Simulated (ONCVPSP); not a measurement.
Reading a pseudo-wave (tantalum)

Columns: radius, all-electron u(r) and pseudo u(r) of the 5s shell (level -84.25 eV) of tantalum in the configuration [Kr] 4d10 4f14 5s2 5p6 5d3 6s0.5; PBE, scalar-relativistic, ONCV scheme, ONCVPSP 4.0.1.

```csv
r (bohr),all-electron,pseudo
0.110,0.2209,0.0939
0.220,0.0828,0.2017
0.330,-0.5647,0.3320
0.440,-0.4655,0.4838
0.550,0.0376,0.6465
0.660,0.5446,0.8024
0.770,0.8981,0.9317
0.880,1.0819,1.0175
0.990,1.1324,1.0507
1.100,1.0936,1.0313
1.210,1.0029,0.9675
1.320,0.8877,0.8725
1.430,0.7658,0.7614
1.540,0.6482,0.6475
1.650,0.5407,0.5406
1.760,0.4459,0.4458
1.870,0.3645,0.3644
1.980,0.2957,0.2956
2.090,0.2385,0.2384
2.200,0.1914,0.1913
2.310,0.1529,0.1529
2.420,0.1218,0.1217
2.530,0.0966,0.0966
2.640,0.0765,0.0765
2.750,0.0604,0.0604
2.860,0.0476,0.0476
```

(1) How many radial nodes do the two functions have?

(2) At about which radius was the pseudo-wave matched?

(3) Is the pseudo-wave norm-conserving?

Results:

(1) The all-electron 5s function has n − l − 1 = 4 (the table is too coarse to show those close to the nucleus); the pseudo-wave has 0, since the states of the same l below it are removed with the core.

(2) 1.70 bohr, where the columns begin to agree (steps of 0.11 bohr).

(3) Yes: the ONCV scheme keeps the norm inside the radius equal to the all-electron one, which fixes the energy derivative of the logarithmic derivative at the level.
